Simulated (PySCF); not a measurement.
C2H4F2Si. Atoms are numbered in the order given.

```xyz
9

C     -1.3904     1.2054     0.0000
C     -0.0990     0.8658     0.0000
F      0.8647     1.8264     0.0000
Si     0.5981    -0.8797     0.0000
F     -0.6855    -1.8856     0.0000
H     -2.1486     0.4205     0.0000
H     -1.7097     2.2511     0.0000
H      1.4046    -1.1243    -1.2187
H      1.4046    -1.1243     1.2187
```
Charge 0, spin multiplicity 1.

Coordinates come from a TPSSh-D3(BJ)/def2-SVP optimisation. The structure was generated by enumeration, and PubChem lists no compound with its InChIKey, so it may never have been made. One conformer was computed; it need not be the lowest.

Method: HF/pcSseg-1 (PySCF).

GIAO shieldings, no solvent; atoms listed in one row are averaged. δ = σ(ref) − σ: ¹³C against TMS (σ = 192.6 ppm); ¹⁹F against CFCl3 (σ = 238.5 ppm); ²⁹Si against TMS (σ = 393.8 ppm); ¹H against TMS (σ = 31.99 ppm), references at their B3LYP-D3(BJ)/def2-TZVP geometries, non-relativistic.

Task: Estimate the chemical shifts. (The exact figures need the calculation; the answer reports its results.)

Result: 
```tsv
nucleus	atoms	count	δ (ppm)
¹³C	C2	1	173.3
¹³C	C1	1	124.2
¹⁹F	F3	1	-108.8
¹⁹F	F5	1	-182.6
²⁹Si	Si4	1	-26.2
¹H	H7	1	6.39
¹H	H6	1	6.11
¹H	H8, H9	2	4.97
```
